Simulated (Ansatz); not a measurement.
Two isomers of CH7BO3Si: A = `C[SiH2]OB(O)O`, B = `BO[Si](C)(O)O`.

Gas-phase electronic energies from Ansatz, PBE0-D4/def2-TZVP geometries. CBS: MP2 limit from def2 TZ/QZ plus the TZ coupled-cluster correction, frozen cores. Functionals use def2-TZVPP. B3LYP here is the variant with VWN-RPA as its local correlation; programs differ in this. One conformer a species, not always the lowest.

Question: Which is lower in electronic energy at CCSD(T)/CBS, and by how much? (Estimate.)

Answer: Ansatz gave: A, by 8.2 kcal/mol.

Question: Give E(B) − E(A) in kcal/mol with HF/def2-TZVPP, r2SCAN-D4, B3LYP-D4, B3LYP, B2PLYP, CCSD/def2-TZVPP, MP2/def2-TZVPP. (Estimate.)

Answer: Computed: HF/def2-TZVPP 9.4, r2SCAN-D4 9.9, B3LYP-D4 9.3, B3LYP 10.1, B2PLYP 9.1, CCSD/def2-TZVPP 9.2, MP2/def2-TZVPP 8.2. None reverses the order clearly.

Largest T1 diagnostic: 0.012.

The D4 term adds −0.8 kcal/mol with B3LYP and −0.4 kcal/mol with PBE0; it sums over pairs of atoms, weighted by their polarisabilities, and B3LYP, whose exchange is more repulsive, gets the larger term.
